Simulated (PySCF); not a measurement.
Two-component Hartree-Fock for Bi⁺ (bismuth, charge +1)

Start: [Xe] 4f14 5d10 6s2 6p2; 6p1/2 filled at m_j = -1/2, +1/2. Calculated with PySCF 2.14 in x2c-TZVPall-2c: generalised Hartree-Fock with the X2C-1e Hamiltonian and a Gaussian nucleus; one run each with spin-orbit coupling (SO) switched off, then screened by Boettger's factors.

| spinor shell | electrons | ε, spin-free (eV) | ε, screened SO (eV) | weight of nominal j (screened SO) | rms radius, screened SO (bohr) |
| --- | --- | --- | --- | --- | --- |
| 1s1/2 | 2 | -91060.1 | -91017.4 | 1.000 | 0.0178 |
| 2s1/2 | 2 | -16529.4 | -16515.3 | 1.000 | 0.0718 |
| 2p1/2 | 2 | -14162.8 | -15843.6 | 1.000 | 0.0606 |
| 2p3/2 | 4 | -14162.8 | -13519.1 | 1.000 | 0.0691 |
| 3s1/2 | 2 | -4070.6 | -4065.3 | 1.000 | 0.183 |
| 3p1/2 | 2 | -3384.3 | -3762.7 | 1.000 | 0.175 |
| 3p3/2 | 4 | -3384.3 | -3235.1 | 1.000 | 0.192 |
| 3d3/2 | 4 | -2680.9 | -2744.9 | 1.000 | 0.168 |
| 3d5/2 | 6 | -2680.9 | -2633.4 | 1.000 | 0.172 |
| 4s1/2 | 2 | -980.77 | -978.46 | 1.000 | 0.401 |
| 4p1/2 | 2 | -752.14 | -845.84 | 1.000 | 0.404 |
| 4p3/2 | 4 | -752.14 | -713.91 | 1.000 | 0.438 |
| 4d3/2 | 4 | -484.29 | -497.96 | 1.000 | 0.446 |
| 4d5/2 | 6 | -484.29 | -472.65 | 1.000 | 0.457 |
| 4f5/2 | 6 | -188.05 | -189.61 | 1.000 | 0.479 |
| 5s1/2 | 2 | -190.17 | -188.95 | 1.000 | 0.890 |
| 4f7/2 | 8 | -188.05 | -184.16 | 1.000 | 0.481 |
| 5p1/2 | 2 | -123.43 | -140.87 | 1.000 | 0.952 |
| 5p3/2 | 4 | -123.43 | -115.24 | 1.000 | 1.04 |
| 5d3/2 | 4 | -44.114 | -45.275 | 1.000 | 1.30 |
| 5d5/2 | 6 | -44.114 | -41.728 | 1.000 | 1.33 |
| 6s1/2 | 2 | -26.003 | -25.531 | 1.000 | 2.33 |
| 6p1/2 | 2 | -15.621 | -16.063 | 1.000 | 2.83 |

```csv
quantity,spin-free,screened SO
E (hartree),-21513.50158,-21554.74334
M_J,0,0
⟨J²⟩,2.009,0.000
⟨L²⟩,2.005,1.520
⟨S²⟩,2.004,1.520
```

Breit and QED terms are absent; they matter most for the inner s and p1/2 levels.

Densities and radii are taken from the X2C orbitals without a picture-change correction, which distorts them close to the nucleus.

Without spin-orbit coupling the j labels of p, d and f shells carry no meaning; the spin-free column gives the mean over the occupied spinors of each nl shell.
